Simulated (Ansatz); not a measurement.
System (SMILES): [GeH2] (GeH2) (closed-shell singlet).
Atoms: Ge1, H2, H3. Bonds: Ge1-H2, Ge1-H3.

Basis-set convergence of the lowest harmonic wavenumber at CCSD(T) with Ansatz (an electronic-structure program). Each level at its own minimum, finite differences of forces, unscaled; the reference is a large set that could be run, not a limit. All functions are spherical. Cores are frozen (with 3d on Ga to Br). A restricted Hartree-Fock determinant is unstable towards unrestricted orbitals. No added dispersion term, no relativity. Reference: the value in cc-pVQZ, 932 cm⁻¹, itself unsure by roughly 3 cm⁻¹ (its mean distance from aug-cc-pVTZ, def2-TZVPPD). Deviations are taken from unrounded values.

| basis | functions | lowest harmonic wavenumber (cm⁻¹) |
|---|---|---|
| cc-pVDZ | 37 | 952 |
| aug-cc-pVDZ | 54 | 939 |
| cc-pVTZ | 71 | 939 |
| aug-cc-pVTZ | 105 | 930 |
| def2-TZVPP | 76 | 938 |
| def2-TZVPPD | 88 | 936 |

What the diffuse functions change, pair by pair:
- cc-pVDZ to aug-cc-pVDZ: 17 more functions, deviation 20 to 7 cm⁻¹
- cc-pVTZ to aug-cc-pVTZ: 34 more functions, deviation 7 to -2 cm⁻¹
- def2-TZVPP to def2-TZVPPD: 12 more functions, deviation 6 to 4 cm⁻¹

They bring the value nearer the reference by more than 3 cm⁻¹ in 2 of 3 pairs.
